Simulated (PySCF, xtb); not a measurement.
Mo(O)2(Cl)(OMe) (CH3ClMoO3), SMILES [O]=[Mo]([Cl])([O]C)=[O], multiplicity 1.

GFN2-xTB in xtb 6.7.1 at its own geometry gives an orbital gap of 4.23 eV and a dipole moment of 6.68 D.

The structure is a stationary point at B3LYP-D3(BJ)/def2-SVP. A frequency run showed that this geometry is not a minimum. The multiplicity is an assumed one; no other spin state was optimised. The structure was generated by enumeration; whether it is a known compound was not checked. The def2 effective core potentials stand for the cores of Mo; spin–orbit coupling is left out. One conformer was computed; it need not be the lowest.

Problem. What does ωB97X/def2-TZVP in PySCF give? (The exact figures need the calculation; the answer reports its results.)

Solution. gap 10.88 eV (levels -11.74 and -0.86 eV), dipole 3.77 D.
